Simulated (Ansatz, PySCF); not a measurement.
Pair of molecules: CH3F (SMILES CF) (first 5 atoms) with C2H3F (SMILES C=CF); geometry from B3LYP-D3(BJ)/def2-TZVP, rigid monomers moved along the line of their centres of mass till F2···H9 is 2.69 Å.
(charge 0, multiplicity 1):
| atom | x (Å) | y (Å) | z (Å) |
|---|---|---|---|
| C | 0.3677 | 0.6683 | -0.2241 |
| F | -1.0092 | 0.5520 | -0.0261 |
| H | 0.5807 | 1.6753 | -0.5837 |
| H | 0.8713 | 0.4874 | 0.7244 |
| H | 0.6732 | -0.0702 | -0.9659 |
| C | -1.2895 | -0.3238 | 3.5986 |
| C | -0.1054 | -0.3697 | 4.1720 |
| F | 1.0350 | -0.1102 | 3.4894 |
| H | -1.4122 | -0.0765 | 2.5530 |
| H | -2.1648 | -0.5403 | 4.1934 |
| H | 0.1010 | -0.6076 | 5.2069 |

Counterpoise-corrected where a basis set is named; no monomer relaxation.

Frozen-core correlation.

Programs: Ansatz (a quantum-chemistry and plane-wave program) with Gaussian orbitals; PySCF for the dispersion terms. Each number belongs to the level named beside it.

PBE/def2-TZVPPD gives -1.41 kcal/mol for the interaction energy.

### Question
Where do these levels fall relative to PBE: PBE-D3(BJ)/def2-TZVPPD, r2SCAN/def2-TZVPPD, PBE0/def2-TZVPPD, wB97M-V/def2-TZVPPD, MP2/aug-cc-pVDZ, CCSD(T)/aug-cc-pVDZ.

### Answer
PBE-D3(BJ)/def2-TZVPPD -0.59; r2SCAN/def2-TZVPPD -0.05; PBE0/def2-TZVPPD -0.02; wB97M-V/def2-TZVPPD -0.45; MP2/aug-cc-pVDZ -0.33; CCSD(T)/aug-cc-pVDZ -0.41 kcal/mol. 0 of 6 lie above PBE; the widest gap is to PBE-D3(BJ)/def2-TZVPPD.
